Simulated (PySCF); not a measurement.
Species: B5H9S.
Z-matrix (Å and degrees, PBE0-D3(BJ)/def2-SVP geometry), rows numbered from 1:
```
B 
B   1  1.7866
B   2  1.6990  1   58.64
B   3  1.6999  1   63.75  2  -112.61
B   3  1.7100  1   95.97  2   -56.50
H   1  1.1978  2  134.80  3   118.61
H   2  1.1979  1  134.50  3  -119.74
S   3  1.8513  1  133.32  2   120.91
H   8  1.3486  3   96.26  1    62.70
H   4  1.1984  1  134.44  3   118.70
H   5  1.1975  2  134.53  3  -117.45
H   1  1.3502  2   49.05  3  -167.64
H   5  1.3488  2   48.53  3   169.27
H   5  1.3532  2  109.60  3    97.26
H   1  1.3507  2  110.09  3   -96.43
```

The closed-shell ground state was solved at several levels (PySCF, density fitting, gas phase, non-relativistic).

```json
{"level": "B3LYP/pcSseg-1", "basis functions": "154", "HOMO (eV)": "-6.19", "LUMO (eV)": "-0.49", "gap (eV)": "5.70", "dipole (D)": "3.57"}
{"level": "PBE0/pcSseg-1", "basis functions": "154", "HOMO (eV)": "-6.43", "LUMO (eV)": "-0.34", "gap (eV)": "6.09", "dipole (D)": "3.69"}
```

Estimate the row for B3LYP/def2-SVPD, a basis of 199 functions; the other rows only guide the guess.

HOMO -6.24 eV, LUMO -0.52 eV, gap 5.72 eV, dipole 3.69 D.

Over all these levels, which gives the widest orbital gap and which the narrowest?

PBE0/pcSseg-1 (global hybrid, 25 % exact exchange) has the widest, 6.09 eV, and B3LYP/pcSseg-1 (global hybrid, 20 % exact exchange) the narrowest, 5.70 eV. The two share the basis. From the narrowest to the widest the HOMO moves by -0.24 eV and the LUMO by +0.15 eV.

How far do the dipole and the HOMO energy spread over the levels?

The dipole runs from 3.57 to 3.69 D (mean 3.65 D) and the HOMO from -6.43 to -6.19 eV.
